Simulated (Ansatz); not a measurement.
GeH6O4Si, SMILES `O[Si](O)(O)[O][GeH3]`, relaxed with RKS PBE-D4/def2-SVP in Ansatz from a rough embedded geometry. The force threshold is 0.03 eV/Å; the program also tests the step.

Charge 0, multiplicity 1.

Start:

```xyz
12

O     0.328    1.741    0.221
Si   -0.251    0.305    0.917
O    -1.909    0.219    0.578
O    -0.066    0.276    2.577
O     0.578   -1.063    0.262
Ge    0.341   -1.048   -1.496
H     1.349    1.681    0.420
H    -2.073    0.737   -0.243
H     0.931    0.319    2.786
H     1.084   -2.235   -2.118
H     0.876    0.281   -2.075
H    -1.189   -1.213   -1.829
```

```csv
step,energy (eV),largest force (eV/Å),largest move (Å)
1,-72649.2487,2.459,0.000
2,-72649.5919,1.373,0.166
3,-72649.7531,0.238,0.200
4,-72649.7969,0.300,0.200
5,-72649.8233,0.183,0.200
6,-72649.8412,0.200,0.200
7 (rejected),-72649.8411,1.001,0.196
8,-72649.8546,0.095,0.098
9,-72649.8633,0.596,0.099
10,-72649.8899,0.227,0.150
11,-72649.9178,0.448,0.200
12 (rejected),-72649.9096,0.740,0.200
13,-72649.9323,0.063,0.100
14,-72649.9377,0.035,0.100
15 (rejected),-72649.9358,0.438,0.147
16 (rejected),-72649.9375,0.360,0.073
17,-72649.9391,0.029,0.035
18,-72649.9407,0.028,0.073
19 (rejected),-72649.9406,0.098,0.110
20,-72649.9417,0.016,0.053
21,-72649.9421,0.026,0.055
```

End:

```xyz
12

O     0.506    2.110    0.484
Si   -0.066    0.572    0.766
O    -1.620    0.531    0.158
O     0.084    0.314    2.407
O     0.731   -0.656   -0.013
Ge    0.331   -1.349   -1.638
H     1.227    2.371    1.083
H    -2.117    1.359    0.271
H     0.160   -0.627    2.642
H     1.582   -2.186   -2.007
H     0.112   -0.195   -2.652
H    -0.930   -2.242   -1.501
```

It took 31 s on 4 threads of an Intel Xeon 6975P-C on a shared host, with 0.22 GiB of host memory at the peak.
